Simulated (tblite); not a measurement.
Compound: C₄H₇F₃S₂Si.
Bonds: C1–Si2, Si2–C3, Si2–S4, S4–C5, C5–S6 (double), C5–C7, C7–F8, C7–F9, C7–F10. Hydrogens: H11, H12, H13 on C1; H14 on Si2; H15, H16, H17 on C3.

Computed with GFN2-xTB (tblite), gas phase: L-BFGS steps from a force-field or distance-geometry start until the largest atomic force falls under 0.01 eV/Å.

Step 16: E = -940.2895 eV
```
atom  x, y, z in Å  |  force x, y, z in eV/Å
C1     -1.7499    1.5609    0.0104    0.016  -0.047  -0.015
Si2    -1.1796   -0.1619   -0.5706    0.080  -0.013   0.037
C3     -2.2953   -1.4892    0.2091    0.031   0.029  -0.012
S4      0.8120   -0.7264    0.3294    0.038   0.070   0.004
C5      1.9536    0.1731   -0.5731    0.059   0.007   0.115
S6      1.6737    1.2694   -1.7483   -0.066  -0.071   0.064
C7      3.3779   -0.1141   -0.1228    0.043   0.012   0.011
F8      4.2999    0.5873   -0.7822   -0.083   0.063  -0.116
F9      3.7174   -1.4057   -0.2729   -0.123  -0.001  -0.002
F10     3.5605    0.1752    1.1777   -0.101  -0.028   0.024
H11    -1.1449    1.9536    0.8261   -0.012  -0.046  -0.044
H12    -2.7778    1.4837    0.3607    0.052   0.057   0.028
H13    -1.7410    2.2999   -0.7875    0.098  -0.086  -0.002
H14    -0.9058   -0.3337   -1.9908   -0.043   0.004  -0.047
H15    -2.3700   -1.3352    1.2844   -0.059   0.020  -0.028
H16    -1.9451   -2.5082    0.0655    0.058   0.065  -0.093
H17    -3.2925   -1.4168   -0.2166    0.012  -0.036   0.077
```

Step 17: E = -940.2941 eV
```
atom  x, y, z in Å  |  force x, y, z in eV/Å
C1     -1.7478    1.5610    0.0103    0.051  -0.065  -0.018
Si2    -1.1701   -0.1622   -0.5664   -0.086  -0.001  -0.001
C3     -2.2937   -1.4879    0.2077    0.036   0.022  -0.008
S4      0.8094   -0.7261    0.3345    0.102   0.079   0.009
C5      1.9464    0.1761   -0.5732    0.089  -0.017   0.135
S6      1.6656    1.2717   -1.7487   -0.069  -0.080   0.077
C7      3.3719   -0.1129   -0.1235    0.004   0.013  -0.001
F8      4.2939    0.5868   -0.7849   -0.087   0.059  -0.078
F9      3.7085   -1.4053   -0.2743   -0.118   0.008   0.004
F10     3.5510    0.1748    1.1784   -0.074  -0.023  -0.015
H11    -1.1374    1.9481    0.8250   -0.038  -0.018  -0.044
H12    -2.7768    1.4891    0.3620    0.103   0.052  -0.001
H13    -1.7309    2.2974   -0.7908    0.077  -0.091   0.030
H14    -0.8956   -0.3370   -1.9865   -0.043   0.006  -0.043
H15    -2.3692   -1.3351    1.2835   -0.043   0.002  -0.037
H16    -1.9382   -2.5046    0.0587    0.044   0.062  -0.065
H17    -3.2941   -1.4219   -0.2133    0.053  -0.008   0.055
```

Step 18: E = -940.2986 eV
```
atom  x, y, z in Å  |  force x, y, z in eV/Å
C1     -1.7447    1.5597    0.0098    0.076  -0.065  -0.016
Si2    -1.1624   -0.1626   -0.5623   -0.199   0.003  -0.058
C3     -2.2919   -1.4863    0.2063    0.034   0.009  -0.001
S4      0.8083   -0.7241    0.3395    0.128   0.055   0.046
C5      1.9417    0.1789   -0.5709    0.070  -0.020   0.115
S6      1.6565    1.2718   -1.7470   -0.068  -0.062   0.065
C7      3.3667   -0.1114   -0.1242   -0.045   0.015  -0.011
F8      4.2866    0.5878   -0.7893   -0.078   0.036  -0.023
F9      3.6974   -1.4050   -0.2757   -0.083   0.015   0.004
F10     3.5404    0.1741    1.1790   -0.016  -0.011  -0.038
H11    -1.1306    1.9423    0.8231   -0.038   0.012  -0.024
H12    -2.7740    1.4952    0.3630    0.122   0.040  -0.023
H13    -1.7197    2.2929   -0.7937    0.058  -0.077   0.037
H14    -0.8871   -0.3399   -1.9826   -0.045   0.007  -0.034
H15    -2.3689   -1.3348    1.2820   -0.021  -0.018  -0.030
H16    -1.9304   -2.4996    0.0507    0.031   0.044  -0.034
H17    -3.2949   -1.4269   -0.2093    0.074   0.019   0.023
```

Step 19: E = -940.3028 eV
```
atom  x, y, z in Å  |  force x, y, z in eV/Å
C1     -1.7400    1.5572    0.0090    0.082  -0.041  -0.007
Si2    -1.1588   -0.1631   -0.5596   -0.210  -0.007  -0.103
C3     -2.2896   -1.4847    0.2049    0.022  -0.012   0.008
S4      0.8091   -0.7211    0.3454    0.089   0.016   0.088
C5      1.9381    0.1814   -0.5669    0.010  -0.007   0.065
S6      1.6462    1.2706   -1.7439   -0.065  -0.028   0.037
C7      3.3609   -0.1097   -0.1251   -0.071   0.015  -0.011
F8      4.2779    0.5897   -0.7939   -0.054   0.009   0.025
F9      3.6846   -1.4046   -0.2771   -0.034   0.013  -0.001
F10     3.5295    0.1734    1.1789    0.051   0.004  -0.037
H11    -1.1243    1.9367    0.8210   -0.014   0.039   0.010
H12    -2.7688    1.5020    0.3634    0.103   0.024  -0.033
H13    -1.7075    2.2871   -0.7958    0.045  -0.044   0.019
H14    -0.8793   -0.3426   -1.9789   -0.048   0.005  -0.033
H15    -2.3687   -1.3349    1.2802    0.002  -0.036  -0.006
H16    -1.9218   -2.4940    0.0422    0.022   0.011  -0.003
H17    -3.2944   -1.4313   -0.2054    0.067   0.038  -0.016
```

**Question.** Estimate the geometry and energy of step 20. (The exact step hangs on the optimiser's Hessian estimate; all steps are aligned on step 19, rigid shifts and turns removed.)

**Answer.** E = -940.3060 eV, largest force 0.163 eV/Å
```
atom  x, y, z in Å  |  force x, y, z in eV/Å
C1     -1.7346    1.5549    0.0084    0.071  -0.004   0.002
Si2    -1.1600   -0.1636   -0.5593   -0.121  -0.025  -0.107
C3     -2.2873   -1.4839    0.2040    0.004  -0.032   0.016
S4      0.8112   -0.7185    0.3519    0.000  -0.008   0.103
C5      1.9346    0.1834   -0.5631   -0.054   0.008   0.019
S6      1.6363    1.2695   -1.7408   -0.063   0.001   0.012
C7      3.3546   -0.1082   -0.1262   -0.054   0.011  -0.001
F8      4.2698    0.5911   -0.7968   -0.025  -0.002   0.040
F9      3.6736   -1.4040   -0.2783    0.002   0.004  -0.009
F10     3.5215    0.1731    1.1780    0.095   0.017  -0.016
H11    -1.1192    1.9330    0.8196    0.019   0.051   0.037
H12    -2.7625    1.5080    0.3630    0.062   0.011  -0.030
H13    -1.6968    2.2819   -0.7971    0.041  -0.005  -0.010
H14    -0.8727   -0.3451   -1.9762   -0.053   0.002  -0.046
H15    -2.3681   -1.3360    1.2786    0.020  -0.045   0.021
H16    -1.9145   -2.4894    0.0355    0.018  -0.025   0.016
H17    -3.2927   -1.4343   -0.2027    0.037   0.042  -0.047
```

The energy changes by -0.0032 eV. The first-order estimate −F·Δx gives -0.0045 eV and the mean of the old and new forces, exact on a quadratic surface, -0.0032 eV. The step makes an angle of 67° with the force vector and moves no atom by more than 0.012 Å.

The cost below is that of the whole relaxation. Hardware: one thread, Arm Neoverse V1 (aarch64) (shared host). Cost: 1.8 s of wall time.
